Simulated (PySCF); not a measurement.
## Calculated data, CH$_{6}$AlFSi, AlF$_{2}$H, Al$_{2}$FH$_{2}$N, AlFH$_{4}$NSi and others

Calculation on a computer-drawn molecule: the log of a Hartree-Fock and frozen-core CCSD(T) single point meant for a local Hartree-Fock minimum, with one planted fault or none, to be diagnosed. Offsets are logged minus clean, where the clean run is the same molecule without the fault. The reference is restricted for singlets and unrestricted otherwise, and also for a bond in bohr or an excited solution. Adding or removing an electron swaps singlet and doublet. The excited solution moves the top pair (singlet) or top alpha electron (doublet) to the lowest empty orbital. Highest occupied and lowest empty are orbital energies over both spins, largest force is the largest gradient component, triples share is (T) over the correlation energy, the T1 limit is 0.02 restricted and 0.045 unrestricted, electrons count all cores, a negative frequency is imaginary (commonest isotopes), and the dipole is about the centre of nuclear charge. Program: PySCF 2.14.0.

Common to all runs: meant charge 0; meant basis cc-pV(D+d)Z; logged SCF converged yes; logged CC converged yes; logged SCF stable within its kind yes; possible faults no fault, one electron removed, one electron added, multiplicity raised by two, geometry at a saddle point, SCF held on an excited solution, minimal basis STO-3G, one bond length entered in bohr, all coordinates scaled.

(1) CH$_{6}$AlFSi

Logged structure:
```xyz
10
CH6AlFSi
F      2.3396    -2.2496     0.8405
Al     1.8358    -0.7800     0.2633
C      2.4216     0.8178     1.2081
Si     1.3972     1.4013     2.6744
H      0.9295    -0.8052    -1.0180
H      2.4658     1.6453     0.4874
H      3.4435     0.6457     1.5708
H     -0.0020     1.6642     2.2506
H      1.3667     0.3626     3.7326
H      1.9447     2.6496     3.2571
```

* meant multiplicity: 1
* logged electrons: 49
* logged basis functions: 104
* logged spin squared: 0.7666
* logged highest occupied: 0.88185 eV
* logged lowest empty: 7.3663 eV
* logged largest force: 0.023494 hartree/bohr
* logged T1 diagnostic: 0.013754
* logged D1 diagnostic: 0.04561
* logged triples share: 0.022552
* logged dipole magnitude: 5.524 debye
* logged energy HF: -671.69431 hartree
* logged energy CCSD(T): -672.26924 hartree
* planted fault: one electron added
* HF energy offset from clean run: 30.33 kcal/mol
* CCSD(T) energy offset from clean run: 21.9 kcal/mol

Drawn bonds:
```csv
atom,other atom,order
1,2,1
2,3,1
3,4,1
2,5,1
3,6,1
3,7,1
4,8,1
4,9,1
4,10,1
```

Notes: highest electron not bound in this basis.

(2) AlF$_{2}$H

Logged structure:
```xyz
4
AlF2H
F      0.5065     0.5594    -0.3766
Al    -1.0412     0.7108     0.1509
F     -1.8987     1.9957    -0.4063
H     -1.6657    -0.3144     1.1322
```

* meant multiplicity: 1
* logged electrons: 31
* logged basis functions: 56
* logged spin squared: 0.7533
* logged highest occupied: -23.125 eV
* logged lowest empty: -11.802 eV
* logged largest force: 0.089578 hartree/bohr
* logged T1 diagnostic: 0.031841
* logged D1 diagnostic: 0.16113
* logged triples share: 0.020081
* logged dipole magnitude: 8.1321 debye
* logged energy HF: -441.068 hartree
* logged energy CCSD(T): -441.50988 hartree
* planted fault: one electron removed
* HF energy offset from clean run: 292.4 kcal/mol
* CCSD(T) energy offset from clean run: 301.8 kcal/mol

Drawn bonds:
```csv
atom,other atom,order
1,2,1
2,3,1
2,4,1
```

(3) Al$_{2}$FH$_{2}$N

Logged structure:
```xyz
6
Al2FH2N
F      0.5580     2.2050    -1.6500
Al    -0.8511     2.5047    -0.8326
N     -2.1702     1.3253    -0.9309
Al    -3.8363     1.2612    -0.2117
H     -0.9612     3.8262    -0.0008
H     -1.9391     0.5244    -1.5097
```

* meant multiplicity: 1
* logged electrons: 43
* logged basis functions: 84
* logged spin squared: 0.7575
* logged highest occupied: -16.694 eV
* logged lowest empty: -6.9105 eV
* logged largest force: 0.047288 hartree/bohr
* logged T1 diagnostic: 0.019975
* logged D1 diagnostic: 0.062188
* logged triples share: 0.024302
* logged dipole magnitude: 11.816 debye
* logged energy HF: -638.75355 hartree
* logged energy CCSD(T): -639.22681 hartree
* planted fault: one electron removed
* HF energy offset from clean run: 174.9 kcal/mol
* CCSD(T) energy offset from clean run: 195 kcal/mol

Drawn bonds:
```csv
atom,other atom,order
1,2,1
2,3,1
3,4,1
2,5,1
3,6,1
```

(4) AlFH$_{4}$NSi

Logged structure:
```xyz
8
AlFH4NSi
F     -0.1788    -1.7639     0.4642
Al    -0.4242    -0.1329     0.3745
N      0.9720     0.8956     0.0089
Si     2.6438     0.5244    -0.2989
H     -1.8596     0.4412     0.6039
H      0.7677     1.8802    -0.0670
H      2.8741    -0.9006     0.0333
H      3.5429     1.3899     0.5114
```

- meant multiplicity: 2
- logged electrons: 46
- logged basis functions: 94
- logged spin squared: 0
- logged highest occupied: -16.967 eV
- logged lowest empty: -6.582 eV
- logged largest force: 0.081175 hartree/bohr
- logged T1 diagnostic: 0.021776
- logged D1 diagnostic: 0.084505
- logged triples share: 0.024913
- logged dipole magnitude: 8.3315 debye
- logged energy HF: -686.90033 hartree
- logged energy CCSD(T): -687.45254 hartree
- planted fault: one electron removed
- HF energy offset from clean run: 173.4 kcal/mol
- CCSD(T) energy offset from clean run: 172.1 kcal/mol

Drawn bonds:
```csv
atom,other atom,order
1,2,1
2,3,1
3,4,1
2,5,1
3,6,1
4,7,1
4,8,1
```

Notes: T1 above single-reference limit.

(5) Al$_{2}$FH$_{3}$O

Logged structure:
```xyz
7
Al2FH3O
F      0.4097     1.7046     0.5279
Al    -1.2111     1.5596     0.8155
O     -1.9100     0.0540     0.6684
Al    -2.5170    -1.5092     0.4930
H     -2.0013     2.8443     1.2105
H     -3.0430    -1.9609    -0.9209
H     -2.5482    -2.4527     1.7534
```

* meant multiplicity: 1
* logged electrons: 46
* logged basis functions: 89
* logged spin squared: 0
* logged highest occupied: -11.563 eV
* logged lowest empty: 1.6074 eV
* logged largest force: 1.354e-05 hartree/bohr
* logged lowest frequency: 74.427 cm⁻¹
* logged T1 diagnostic: 0.015056
* logged D1 diagnostic: 0.040371
* logged triples share: 0.017523
* logged dipole magnitude: 1.6573 debye
* logged energy HF: -660.08233 hartree
* logged energy CCSD(T): -660.61576 hartree
* planted fault: no fault
* HF energy offset from clean run: 0 kcal/mol
* CCSD(T) energy offset from clean run: 0 kcal/mol

Drawn bonds:
```csv
atom,other atom,order
1,2,1
2,3,1
3,4,1
2,5,1
4,6,1
4,7,1
```

(6) Al$_{2}$ClFH

Logged structure:
```xyz
5
Al2ClFH
F      1.0994    -3.0952     0.2836
Al     2.3355    -2.0917    -0.2010
Al     1.7973     0.4903    -0.4803
Cl     2.4144     1.7518     1.1227
H      1.3227     1.2337    -1.7869
```

- meant multiplicity: 2
- logged electrons: 53
- logged basis functions: 33
- logged spin squared: 0.7906
- logged highest occupied: -3.969 eV
- logged lowest empty: 5.9702 eV
- logged largest force: 0.032886 hartree/bohr
- logged T1 diagnostic: 0.0185
- logged D1 diagnostic: 0.061368
- logged triples share: 0.063881
- logged dipole magnitude: 4.5681 debye
- logged energy HF: -1031.28787 hartree
- logged energy CCSD(T): -1031.37812 hartree
- planted fault: withheld

Drawn bonds:
```csv
atom,other atom,order
1,2,1
2,3,1
3,4,1
3,5,1
```

Questions
1. Al$_{2}$ClFH (entry 6): planted fault?

## Answers
1. minimal basis STO-3G

Further results for Al$_{2}$ClFH (entry 6):

- HF energy offset from clean run: 7658 kcal/mol
- CCSD(T) energy offset from clean run: 7894 kcal/mol
